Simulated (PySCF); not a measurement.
Sn(H)3(OEt) (C₂H₈OSn), SMILES CC[O][SnH3].

The structure is a stationary point at PBE-D3(BJ)/def2-SVP. The structure was generated by enumeration; whether it is a known compound was not checked. The def2 effective core potentials stand for the cores of Sn; spin–orbit coupling is left out. The values are those of a single conformer.

Level of theory: PBE-D3(BJ)/def2-SVP (PySCF).

Frequencies are harmonic and unscaled.

Task: Estimate the vibrational spectrum. (The exact figures need the calculation; the answer reports its results.)

Result: 
```
mode  ν (cm⁻¹)  IR (km/mol)  moving atoms (share of kinetic energy)
----  --------  -----------  --------------------------------------
1           53          1.7                  O 42 %, C 29 %, H 26 %
2           90          0.9                                  H 85 %
3          143          0.6                  O 37 %, C 31 %, H 25 %
4          261          0.3                                  H 89 %
5          302          3.4                 C 55 %, H 26 %, Sn 16 %
6          471         38.6                           H 89 %, O 8 %
7          484         39.7                                  H 87 %
8          605         41.3                   O 67 %, H 18 %, C 8 %
9          661        189.1                                  H 98 %
10         664         61.4                                  H 99 %
11         685         93.2                                  H 98 %
12         792          0.6                                  H 93 %
13         902         22.4                  H 45 %, C 32 %, O 22 %
14        1064         44.6                  C 59 %, H 30 %, O 12 %
15        1101        153.4                  C 48 %, O 26 %, H 25 %
16        1129          2.8                          H 61 %, C 36 %
17        1249          0.0                                  H 91 %
18        1323          3.4                          H 79 %, C 20 %
19        1363         61.6                          H 71 %, C 28 %
20        1399          6.7                                  H 97 %
21        1423          2.3                                  H 96 %
22        1450         12.3                                  H 92 %
23        1831         77.7                                 H 100 %
24        1843        184.8                                  H 99 %
25        1894        136.3                                  H 99 %
26        2860         76.0                                  H 95 %
27        2891         60.5                          H 90 %, C 10 %
28        2973         19.3                                  H 97 %
29        3068         19.1                           H 91 %, C 9 %
30        3071         18.4                          H 90 %, C 10 %
```
